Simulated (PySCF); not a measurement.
Sound and unsound settings

Molecule: `CNc1cccc2c1C2`, C8H9N; geometry GFN2-xTB.

Cartesian coordinates in Å; atom numbers follow the order of the lines, from 1:
```xyz
18

C    -0.750    2.517    0.397
N    -1.410    1.243    0.250
C    -0.642    0.107    0.105
C    -1.179   -1.192    0.304
C    -0.453   -2.349    0.105
C     0.893   -2.351   -0.314
C     1.375   -1.095   -0.498
C     0.660    0.061   -0.301
C     2.074    0.194   -0.756
H    -0.238    2.625    1.362
H    -0.012    2.621   -0.397
H    -1.486    3.314    0.299
H    -2.236    1.122    0.819
H    -2.208   -1.270    0.626
H    -0.939   -3.297    0.282
H     1.443   -3.268   -0.457
H     2.829    0.538   -0.055
H     2.271    0.487   -1.783
```

All runs: PySCF 2.14, non-relativistic, gas phase unless a solvent (IEF-PCM) is named; grid level 2, GIAOs and SCF threshold 1e-9 unless changed. The yardstick, PBE0/pcSseg-1, gives these isotropic shieldings σ (ppm, equivalent atoms averaged): C3 44.0, C6 79.4, C1 153.5, C9 164.6, H16 24.79, H14 25.27, H17/H18 28.32.

Q: What do these inputs give? (1) HCTH407/pcSseg-1; (2) wB97X/cc-pVDZ; conv 1e-08

A: 
```
run    outcome  functions  wall time    C3    C6     C1     C9    H16    H14  H17/H18
  1  converged        198       45 s  47.8  81.6  149.8  161.2  24.92  25.37    28.35
  2  converged        171       42 s  62.3  97.6  169.6  183.0  25.02  25.57    28.67
```

Times are on 1 thread of an Arm Neoverse V2, shared host.
